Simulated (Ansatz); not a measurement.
Basis-set extrapolation for CH8BNSi (`CB[SiH2]N`) (PBE0-D4/def2-TZVP geometry, frozen core, Ansatz 0.2.0). Multiplicity 1, RHF reference.

```tsv
	def2-TZVPP	def2-QZVPP
HF	-410.658083	-410.673342
MP2 correlation	-0.618642	-0.661084
CCSD(T) correlation	-0.696706	not run
```

Energies in hartree. Use E(X) = E(∞) + A·exp(−7.88·√X) for Hartree–Fock and E(X) = E(∞) + B·X^(−2.97) for correlation, with X = 3 and 4, and add CCSD(T) minus MP2 of the smaller set to the MP2 limit.

Problem. What is the CCSD(T) energy at the basis-set limit?

Solution. HF limit: -410.673342 + (-0.015259) × 0.13774 = -410.67544. MP2 limit: -0.661084 + (-0.042442) × 0.74074 = -0.69252. Higher-order term: -0.696706 − (-0.618642) = -0.07806. Total: -411.44602 hartree, 2.48 eV below CCSD(T)/def2-TZVPP.
